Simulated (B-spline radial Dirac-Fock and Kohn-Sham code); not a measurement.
## Ge⁴⁺ 3d5/2: cross section and angular parameters

System: the Ge⁴⁺ ion, [Ar] 3d10; threshold 88.92 eV (orbital energy of the model). The computed values come from an atomic code on a B-spline grid: Dirac-Hartree-Slater photoionisation with a Latter tail; cross sections with all multipoles, angular parameters from the dipole term and its interference with E2.

For linearly polarised light dσ/dΩ = σ/(4π) [1 + β P₂(cos θ) + (δ + γ cos²θ) sin θ cos φ], with θ from the polarisation vector and φ the angle between the beam and the projection of the electron momentum on the plane normal to the polarisation.

```csv
hν (eV),σ (kb),β,γ,δ
101,4830,0.216,-0.009,0.009
106,4800,0.260,-0.009,0.010
126,4490,0.445,-0.006,0.014
132,4360,0.494,-0.004,0.015
222,2200,0.928,0.023,0.022
240,1890,0.975,0.030,0.023
268,1510,1.033,0.041,0.025
292,1260,1.072,0.052,0.027
300,1190,1.083,0.056,0.027
340,898,1.129,0.075,0.030
400,609,1.172,0.104,0.033
444,467,1.191,0.125,0.035
462,421,1.197,0.134,0.036
662,154,1.212,0.232,0.046
858,70.7,1.183,0.323,0.056
918,57.2,1.171,0.349,0.059
1060,36.1,1.140,0.406,0.066
1070,35.1,1.138,0.410,0.067
1720,7.03,0.991,0.610,0.102
2000,4.11,0.935,0.671,0.118
2610,1.55,0.833,0.773,0.151
2984.4,0.941,0.783,0.821,0.171
4000,0.306,0.677,0.924,0.224
5414.7,0.0920,0.575,1.026,0.292
5850,?,?,?,?
6500,0.0437,0.518,1.079,0.341
7850,0.0199,0.461,1.124,0.399
8047.8,0.0179,0.454,1.129,0.407
```

Task: Give the values at 5850 eV.

Result: σ = 0.0672 kb, β = 0.550, γ = 1.049, δ = 0.312.
